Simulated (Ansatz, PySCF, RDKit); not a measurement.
Noncovalent pair: SiH4 (SMILES [SiH4]) (first 5 atoms) with N2 (SMILES N#N); geometry from B3LYP-D3(BJ)/def2-TZVP.
(charge 0, multiplicity 1):
| atom | x (Å) | y (Å) | z (Å) |
|---|---|---|---|
| Si | 0.0824 | 0.1487 | -0.1899 |
| H | 0.4002 | 0.4069 | -1.6132 |
| H | 0.2577 | 1.3973 | 0.5851 |
| H | 0.9960 | -0.8907 | 0.3350 |
| H | -1.3175 | -0.3157 | -0.0744 |
| N | -0.0231 | -0.3688 | 4.2918 |
| N | -0.3934 | -0.3814 | 3.2659 |

Monomers are frozen at their geometry in the pair; levels with a basis set take the counterpoise correction.

Programs: Ansatz (a program for electronic structure) with Gaussian orbitals; PySCF for the dispersion terms; RDKit for the force fields. Each number belongs to the level named beside it.

One of these levels gives 2.5 kJ/mol for the interaction energy. Name it.
A) MMFF94
B) BHLYP-D3(BJ)/def2-TZVPPD
C) SVWN5/def2-TZVPPD
D) BLYP-D4/def2-TZVPPD

A, MMFF94. The others give -4.8 (SVWN5/def2-TZVPPD), -0.3 (BLYP-D4/def2-TZVPPD), -3.0 (BHLYP-D3(BJ)/def2-TZVPPD)
